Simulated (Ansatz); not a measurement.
The molecule LiC-, multiplicity 5 (lowest of 2S+1 = 1, 3, 5 at CCSD(T)/def2-TZVPP on PBE0 minima; our sources give no spin for the ground state, which may be another).

Seven points along R, fitted to fifth degree in 1/R; most abundant isotopes. Runs in def2 and cc sets follow the lowest solution found near the PBE0 minimum.

Correlated levels freeze the inner cores; with def2 sets outer-core shells near the valence are correlated too.

Codes used: Ansatz (a first-principles code) with Gaussian orbitals. Values without a source in brackets are computed.

Question: What bond length and harmonic frequency does CCSD/def2-TZVPP give?

Answer: r_e = 1.994 Å, ω_e = 551 cm⁻¹.

Question: What bond length and harmonic frequency does CCSD/def2-QZVPP give?

Answer: r_e = 1.981 Å, ω_e = 562 cm⁻¹.

Question: What bond length and harmonic frequency does CCSD(T)/def2-QZVPP give?

Answer: r_e = 1.984 Å, ω_e = 559 cm⁻¹.
